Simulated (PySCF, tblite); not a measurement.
Isomers of C6H8OS2Si, one GFN2-xTB conformer each. Single-point energies are computed at PBE0/pcSseg-1 (PySCF, gas phase, no added dispersion term), electronic only.

| SMILES | GFN2-xTB relative energy (kcal/mol) |
| --- | --- |
| O=Cc1ccc(CS[SiH3])s1 | 0.0 |
| CSc1csc([SiH2]C=O)c1 | 41.9 |

Conformers: `[O:1]=[CH:2][c:3]1[cH:4][cH:5][c:6]([CH2:7][S:8][SiH3:9])[s:10]1` with O1–C2–C3–C4 -179°, C5–C6–C7–S8 75°, C6–C7–S8–Si9 64°; `[CH3:1][S:2][c:3]1[cH:4][s:5][c:6]([SiH2:7][CH:8]=[O:9])[cH:10]1` with C1–S2–C3–C4 0°, S5–C6–Si7–C8 -48°, C6–Si7–C8–O9 -135°.

**Question.** What does PBE0/pcSseg-1 give for the same structures?

**Answer.** 
| SMILES | PBE0/pcSseg-1 E (Eh) | PBE0/pcSseg-1 (kcal/mol) | GFN2-xTB (kcal/mol) | point group |
| --- | --- | --- | --- | --- |
| O=Cc1ccc(CS[SiH3])s1 | -1393.71211 | 0.0 | 0.0 | C1 |
| CSc1csc([SiH2]C=O)c1 | -1393.67581 | 22.8 | 41.9 | C1 |

Both levels put the same isomer lowest. As drawn, the higher has an Si–C bond, which the lower lacks.

**Question.** Which frontier levels, dipoles and rotational constants go with these structures?

**Answer.** 
```json
{"SMILES": "O=Cc1ccc(CS[SiH3])s1", "HOMO (eV, PBE0/pcSseg-1)": "-6.94", "LUMO (eV)": "-2.18", "dipole (D)": "2.61", "A, B, C (MHz)": "1664, 498.8, 431.9"}
{"SMILES": "CSc1csc([SiH2]C=O)c1", "HOMO (eV, PBE0/pcSseg-1)": "-6.28", "LUMO (eV)": "-1.52", "dipole (D)": "3.65", "A, B, C (MHz)": "2241, 367.2, 340.5"}
```

**Question.** What happens when harmonic zero-point energies from GFN2-xTB frequencies are added?

**Answer.** 
```tsv
SMILES	ZPE (kcal/mol)	electronic (kcal/mol)	with ZPE (kcal/mol)
O=Cc1ccc(CS[SiH3])s1	73.6	0.0	0.0
CSc1csc([SiH2]C=O)c1	73.4	22.8	22.5
```

The zero-point energies span 0.2 kcal/mol. The order is unchanged.
